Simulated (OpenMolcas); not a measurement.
Cu2+, Ag2+, Au2+: d⁹ down the group

```json
{"Program": "OpenMolcas", "Method": "SS-CASPT2, IPEA 0.25 Eh, imaginary shift 0.1 Eh", "Basis": "ANO-RCC-VQZP", "Scalar Hamiltonian": "DKH2, point nucleus", "Spin-orbit coupling": "RASSI with atomic mean-field integrals over the reference wave functions, term energies averaged over their components"}
```

Active space for each ion: 9 electrons in 6 orbitals (d s); closed shells correlated by CASPT2: Cu2+ 3s 3p; Ag2+ 4s 4p; Au2+ 5s 5p.

Computed levels in cm-1 above ²D_5/2:

```
                               Level  Cu2+  Ag2+   Au2+
                              ²D_3/2  2210  4700  13140
weight of ²D in the lowest level (%)   100   100    100
```

Measured, with the error of the calculation in %. Measured levels: Cu2+ from Sugar and Musgrove, J. Phys. Chem. Ref. Data 19, 527 (1990); Ag2+ from Moore, Atomic Energy Levels, vol. III, NSRDS-NBS 35 (1971 reprint of NBS Circular 467, 1958); Au2+ from Iglesias, J. Res. Natl. Bur. Stand. 64A, 481 (1960).

```csv
Level,Cu2+,Ag2+,Au2+
²D_3/2,2072 (+6.5),4607 (+2.0),12694 (+3.5)
```

The fine-structure level ²D_3/2 changes by a factor of 5.95 from Cu2+ to Au2+.

Computed and measured levels are paired by configuration, term and J; levels that our copy of the source lacks, or whose pairing is in doubt (as where it misses far off the trend of its configuration), stay unpaired and out of the deviations. Levels of configurations outside the active space are missing.
